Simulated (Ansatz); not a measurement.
The cluster W₃O₉⁻. The state is a doublet with charge -1. Geometry PBE-D4/def2-SVP; atoms count from 1.

```csv
atom,x (Å),y (Å),z (Å)
W1,0.4020,1.1030,-0.2876
W2,2.4621,1.1520,1.1831
W3,-1.0202,-1.4719,0.1015
O4,-1.8418,-2.2002,-1.5303
O5,0.3882,-0.6757,-1.0119
O6,0.8141,2.1666,1.3267
O7,0.6973,2.3767,-1.6710
O8,-2.7254,-2.2526,-0.3278
O9,-0.2580,-2.5398,1.2314
O10,-1.2302,0.2686,0.7234
O11,-0.6774,2.5592,-1.1225
O12,2.9892,-0.4859,1.3850
```

In the def2 sets W takes a core potential; there is no spin–orbit coupling. The structure holds 2 bonds between oxygen atoms, so isomers without such links may lie far lower. The charge -1 doublet is spin-contaminated (final ⟨S²⟩ up to 1.37, 0.75 for a pure state). Another isomer (doublet) lies 1.43 eV lower at PBE0-D4/def2-SVP; other spin states weren't run for this one.

Estimate the Mulliken populations from the PBE0/def2-SVP orbitals of Ansatz.


| atom | charge (e) | spin (α − β) | d electrons |
| --- | --- | --- | --- |
| W1 | 1.07 | -0.77 | 3.88 |
| W2 | 0.38 | 1.98 | 4.25 |
| W3 | 1.26 | -0.16 | 3.74 |
| O4 | -0.32 | -0.01 | – |
| O5 | -0.59 | 0.02 | – |
| O6 | -0.58 | 0.00 | – |
| O7 | -0.28 | 0.04 | – |
| O8 | -0.32 | 0.00 | – |
| O9 | -0.37 | 0.01 | – |
| O10 | -0.58 | 0.01 | – |
| O11 | -0.31 | -0.03 | – |
| O12 | -0.37 | -0.10 | – |
Mulliken values depend strongly on the basis.

Where does the spin sit?

Summed by element: W 1.06, O -0.06, of 1 unpaired in all. Largest on single atoms: W2 1.98, W1 -0.77, W3 -0.16.

And the Mayer bond orders between heavy atoms (over 0.3)?

W1–W2 1.20 (2.53 Å); W1–O5 1.07 (1.92 Å); W1–O6 0.97 (1.98 Å); W1–O7 1.09 (1.90 Å); W1–O10 0.62 (2.09 Å); W1–O11 0.90 (2.00 Å); W2–O6 0.98 (1.94 Å); W2–O12 2.21 (1.73 Å); W3–O4 0.92 (1.97 Å); W3–O5 0.85 (1.96 Å); W3–O8 1.03 (1.92 Å); W3–O9 2.12 (1.73 Å); W3–O10 1.30 (1.86 Å); O4–O8 0.88 (1.49 Å); O7–O11 0.89 (1.49 Å).
